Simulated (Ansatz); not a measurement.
The same path of ClFH$_{4}$O$_{4}$Ta (11 atoms, charge 0, multiplicity 2) was run twice with different band settings. Lost on the way: Ta1–Cl11.

Theory: Ansatz, UKS PBE/def2-SVP.

Relaxed end points:

```xyz
11
Properties=species:S:1:pos:R:3
Ta -0.169 -0.052 -0.007
F 1.623 0.940 -0.009
O 0.198 -0.088 1.897
H 1.010 0.121 2.388
O 0.058 -0.061 -1.903
H 0.775 0.002 -2.555
O -1.499 1.319 0.058
H -1.900 1.615 0.896
O -1.129 -1.707 0.099
H -1.180 -2.282 0.882
Cl 2.323 -1.336 -0.086
```

```xyz
11
Properties=species:S:1:pos:R:3
Ta -0.349 -0.129 -0.119
F 1.627 -0.055 -0.442
O 0.267 -0.237 1.690
H 1.216 -0.233 1.979
O -0.286 0.015 -2.036
H 0.430 0.084 -2.691
O -1.477 1.389 0.167
H -1.662 1.749 1.053
O -1.381 -1.738 -0.060
H -1.544 -2.230 0.766
Cl 3.267 -0.143 1.352
```

Common settings: movable images 5; climbing image yes; spring 5.0 eV/Å²; optimiser quadratic models (default); force threshold 0.05 eV/Å; iteration limit 60; end points relaxed.

| run | start path |
| --- | --- |
| 1 | through a guess of the saddle point |
| 2 | straight line |

(1) What does each run give, and how far can it be trusted?

## Answers

(1) Run 1: converged after 23 iterations, highest image 0.123 eV above the first end. A vibrational analysis at the climbing image gives one clearly imaginary mode, 52i cm⁻¹: a first-order saddle point.
Run 2: converged after 14 iterations, highest image 0.123 eV above the first end. Another band between the same ends (5 images) ends at a top of the same energy, where a vibrational analysis finds 1 clearly imaginary mode.
